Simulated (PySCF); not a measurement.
Two species compared at the same levels of theory.

First species: C6H9OPS2.
Atom-mapped SMILES: `[CH3:1][O:2][CH2:3][P@@H:4](=[S:5])[c:6]1[cH:7][cH:8][s:9][cH:10]1` (hydrogens: H11, H12, H13 on C1; H14, H15 on C3; H16 on P4; H17 on C7; H18 on C8; H19 on C10)

Second species: C6H9NO.
Numbering: `[CH:1]#[C:2][CH2:3][CH2:4][CH2:5][NH:6][CH:7]=[O:8]` (hydrogens: H9 on C1; H10, H11 on C3; H12, H13 on C4; H14, H15 on C5; H16 on N6; H17 on C7)

Structure used (GFN2-xTB), in Å, numbered top down from 1:
```xyz
17
C6H9NO angstrom
C      3.0305    0.4716   -1.2221
C      2.4029   -0.1442   -0.4104
C      1.6263   -0.8591    0.5828
C      0.3475   -0.0985    0.9481
C     -0.6032   -0.0138   -0.2471
N     -1.7791    0.7734    0.0523
C     -2.9909    0.2206    0.2391
O     -3.2488   -0.9520    0.1358
H      3.5898    1.0003   -1.9349
H      1.3682   -1.8470    0.1916
H      2.2411   -0.9947    1.4771
H      0.6084    0.9103    1.2788
H     -0.1560   -0.6091    1.7710
H     -0.9583   -1.0112   -0.5160
H     -0.0810    0.4239   -1.1039
H     -1.6488    1.7603    0.2062
H     -3.7554    0.9811    0.4903
```

Levels: PBE0/pcSseg-1 for dipole moment, HOMO energy, LUMO energy and HOMO–LUMO gap; GFN2-xTB for rotational constant A and rotational constant C. Geometries: GFN2-xTB. Each species is one conformer at its optimised geometry, gas phase, non-relativistic unless stated. Electronic properties by PySCF.

Dipoles, sizes and rotational constants follow the conformer. The torsions of the flexible species, by atom-mapped SMILES:
- `[CH3:1][O:2][CH2:3][P@@H:4](=[S:5])[c:6]1[cH:7][cH:8][s:9][cH:10]1`: C1–O2–C3–P4 179°, O2–C3–P4–S5 169°, C3–P4–C6–C7 58°
- `[CH:1]#[C:2][CH2:3][CH2:4][CH2:5][NH:6][CH:7]=[O:8]`: C2–C3–C4–C5 65°, C3–C4–C5–N6 -176°, C4–C5–N6–C7 -107°, C5–N6–C7–O8 -3°

Values for the first species:

| Property | Result |
| --- | --- |
| Dipole moment | 4.84 D |
| HOMO energy | -6.63 eV |
| LUMO energy | -0.91 eV |
| HOMO–LUMO gap | 5.72 eV |
| Rotational constant A | 1.027 GHz |
| Rotational constant C | 0.411 GHz |

Task: Estimate the same properties for the second species, and the change in each.

Result: 
```csv
property,first,second,second less first
dipole moment,4.84 D,3.53 D,-1.31 D
HOMO energy,-6.63 eV,-7.40 eV,-0.77 eV
LUMO energy,-0.91 eV,0.80 eV,+1.71 eV
HOMO–LUMO gap,5.72 eV,8.20 eV,+2.48 eV
rotational constant A,1.027 GHz,5.702 GHz,+4.675 GHz
rotational constant C,0.411 GHz,0.796 GHz,+0.385 GHz
```

On the first: In atomic units the dipole is 1.90 e·bohr (1 au = 2.5417 D).

On the second: In atomic units the dipole is 1.39 e·bohr (1 au = 2.5417 D). A dipole of 3.53 D is allowed in C1, and pure rotational transitions are dipole-allowed.
